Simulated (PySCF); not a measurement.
SMILES OB(O)O[SiH2][O][Al]([OH])[OH] (H6AlBO6Si) at its GFN2-xTB optimised geometry (Å):

```
15

B     -2.2276    -0.0023     0.0000
O     -2.9598     1.1374     0.0000
O     -2.9007    -1.1742    -0.0050
O     -0.8708    -0.0023     0.0000
Si     0.4576     0.9052     0.0656
O      1.7217    -0.0813    -0.0951
Al     2.9598    -1.2134    -0.1032
O      3.6679    -1.7101    -1.5162
O      3.4264    -1.8075     1.3637
H     -2.4501     1.9452     0.0009
H     -2.3343    -1.9452     0.0015
H      0.5235     1.5678     1.3679
H      0.4842     1.8137    -1.0858
H      3.5901    -1.5449    -2.4457
H      4.0532    -2.4065     1.7450
```

Calculation: PBE0/def2-TZVP run with PySCF 2.14.0. Cells within 0.4 Å of a nucleus heavier than hydrogen are left out (blank, or x).

Map of the LUMO amplitude (bohr^(-3/2)) on the plane z = 0.0 Å; orbital energy -0.50 eV, overall sign arbitrary:

```
|3333333333333333333333333333333|
|3333333333333333333333333333333|
|3333333333333333333333333333333|
|3333333333333223333333333333333|
|3333333332222222233333333333333|
|3333333322222222223333333333333|
|3333333222222222223333333333333|
|3333333222221111223333443333333|
|3333333222211111123344444443333|
|3333333322211100123444444444433|
|3333344432221100124454444444443|
|333334xx33222100235555555555444|
|33333xxx33333222xx5554455555544|
|3333322234444333xx5433356666655|
|33333222x445xx34444310246777665|
|33333332xx44xx244432xx047888765|
|33333333x332xx134430xx047999876|
|3333333333321123443200246999876|
|333333xx333222344444445xx588776|
|333333xx333333344556677xx267766|
|3333333233333344456789974456665|
|3333333333333444456789997655555|
|3333333333333444456778987655555|
|3333333333333344455677877655555|
|3333333333333334445566776655555|
|3333333333333333444556666555554|
|3333333333333333344455555555444|
|3333333333333333334444444444444|
|3333333333333333333444444444444|
|3333333333333333333333444444433|
|3333333333333333333333333333333|
```
Scale: ten equal steps from -0.049 (start of '0') to 0.092 (end of '9'), in the order '0123456789'; x runs from -5.00 to 5.00, y from -5.00 (bottom) to 5.00 (top).
